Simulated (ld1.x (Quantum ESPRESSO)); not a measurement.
# Reading a pseudo-wave (Re)

Columns: radius, all-electron u(r) and pseudo u(r) of the 6p shell (level -4.02 eV) of rhenium in the configuration [Xe] 4f14 5d5 6s1.5 6p0; PBE, scalar-relativistic, TM scheme, ld1.x (Quantum ESPRESSO) 7.5.

```json
{"r (bohr)": "0.168", "all-electron": "-0.0814", "pseudo": "0.0019"}
{"r (bohr)": "0.335", "all-electron": "0.1310", "pseudo": "0.0077"}
{"r (bohr)": "0.503", "all-electron": "0.0479", "pseudo": "0.0176"}
{"r (bohr)": "0.670", "all-electron": "-0.1231", "pseudo": "0.0317"}
{"r (bohr)": "0.838", "all-electron": "-0.2188", "pseudo": "0.0504"}
{"r (bohr)": "1.005", "all-electron": "-0.2244", "pseudo": "0.0739"}
{"r (bohr)": "1.172", "all-electron": "-0.1691", "pseudo": "0.1025"}
{"r (bohr)": "1.340", "all-electron": "-0.0814", "pseudo": "0.1367"}
{"r (bohr)": "1.508", "all-electron": "0.0176", "pseudo": "0.1762"}
{"r (bohr)": "1.675", "all-electron": "0.1149", "pseudo": "0.2202"}
{"r (bohr)": "1.842", "all-electron": "0.2044", "pseudo": "0.2678"}
{"r (bohr)": "2.010", "all-electron": "0.2837", "pseudo": "0.3173"}
{"r (bohr)": "2.178", "all-electron": "0.3511", "pseudo": "0.3663"}
{"r (bohr)": "2.345", "all-electron": "0.4065", "pseudo": "0.4119"}
{"r (bohr)": "2.512", "all-electron": "0.4508", "pseudo": "0.4520"}
{"r (bohr)": "2.680", "all-electron": "0.4852", "pseudo": "0.4852"}
{"r (bohr)": "2.848", "all-electron": "0.5104", "pseudo": "0.5103"}
{"r (bohr)": "3.015", "all-electron": "0.5274", "pseudo": "0.5274"}
{"r (bohr)": "3.182", "all-electron": "0.5375", "pseudo": "0.5375"}
{"r (bohr)": "3.350", "all-electron": "0.5415", "pseudo": "0.5415"}
{"r (bohr)": "3.518", "all-electron": "0.5405", "pseudo": "0.5405"}
{"r (bohr)": "3.685", "all-electron": "0.5353", "pseudo": "0.5353"}
{"r (bohr)": "3.852", "all-electron": "0.5267", "pseudo": "0.5267"}
{"r (bohr)": "4.020", "all-electron": "0.5153", "pseudo": "0.5153"}
{"r (bohr)": "4.188", "all-electron": "0.5018", "pseudo": "0.5018"}
{"r (bohr)": "4.355", "all-electron": "0.4867", "pseudo": "0.4867"}
```

(1) How many radial nodes do the two functions have?

(2) At about which radius was the pseudo-wave matched?

(3) Is the pseudo-wave norm-conserving?

## Answers

(1) The all-electron 6p function has n − l − 1 = 4 (the table is too coarse to show those close to the nucleus); the pseudo-wave has 0, since the states of the same l below it are removed with the core.

(2) 3.35 bohr. The columns agree to 0.0005 from 2.68 bohr on; several derivatives are matched, so the curves merge somewhat inside the radius.

(3) Yes: the TM scheme keeps the norm inside the radius equal to the all-electron one, which fixes the energy derivative of the logarithmic derivative at the level.
